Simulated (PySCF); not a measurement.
C2H10GeSSi.
Cartesian coordinates in Å at the PBE0-D3(BJ)/def2-SVP level; atoms count from 1:
```
atom  x, y, z in Å
C1    -3.2368   -0.4320    0.1155
S2    -1.7608   -1.4227   -0.2799
Si3   -0.2390    0.0796   -0.1169
C4     1.3881   -0.7270   -0.5653
Ge5    2.9552    0.4388   -0.3945
H6    -3.1887   -0.0276    1.1368
H7    -3.3735    0.3895   -0.6023
H8    -4.1005   -1.1069    0.0453
H9    -0.1965    0.6295    1.2757
H10   -0.5431    1.2218   -1.0368
H11    1.3374   -1.0826   -1.6076
H12    1.5405   -1.6100    0.0766
H13    3.0435    0.9990    1.0378
H14    4.2368   -0.3583   -0.7032
H15    2.8420    1.6144   -1.3838
```

Computed with core-valence-separated Tamm–Dancoff BHandHLYP/aug-pcX-1 (pcseg-1 on H, def2-SVPD on Ge, def2-SVPD on Si, def2-SVPD on S) in PySCF, non-relativistic, gas phase, PBE0-D3(BJ)/def2-SVP geometry. The energies are unshifted.

List the carbon K-edge absorption lines.

| E (eV) | f | core hole on | main final orbital |
| --- | --- | --- | --- |
| 285.15 | 0.0024 | C4 | LUMO (41 %) |
| 285.19 | 0.0439 | C1 | LUMO (31 %) |
| 285.62 | 0.0328 | C4 | spread |
| 285.93 | 0.0134 | C4 | LUMO+2 (35 %) |
| 286.05 | 0.0263 | C4 | LUMO+5 (42 %) |
| 286.26 | 0.0166 | C1 | LUMO (44 %) |
| 286.39 | 0.0313 | C4 | spread |
| 286.85 | 0.0046 | C4 | LUMO+4 (36 %) |
| 286.99 | 0.0300 | C1 | spread |
| 287.04 | 0.0019 | C4 | LUMO+6 (32 %) |
| 287.14 | 0.0343 | C1 | spread |

The first line with a tenth or more of the strongest one's intensity is at 285.19 eV (f = 0.044), with the hole on C1 (S-methyl carbon). It is also the strongest listed.

Roots within 0.03 eV whose holes lie on the same, on equivalent or on shared atoms are summed into one line, and the highest roots are left out, as the search may have cut off their partners. Final orbitals are the ground state's empty Kohn–Sham orbitals.

What is the summed oscillator strength of the listed C K lines, and their intensity-weighted mean energy?

Σf = 0.237 over 11 lines from 285.15 to 287.14 eV; the weighted mean is 286.18 eV. The strongest line holds 18 % of the sum.

The ionisation thresholds weren't computed; near and above them a finite basis only mimics Rydberg series and continuum. The BHandHLYP/aug-pcX-1 (pcseg-1 on H, def2-SVPD on Ge, def2-SVPD on Si, def2-SVPD on S) calculation is non-relativistic and has no spin–orbit coupling, an omission that weighs most on germanium.

One conformer stands for the species.
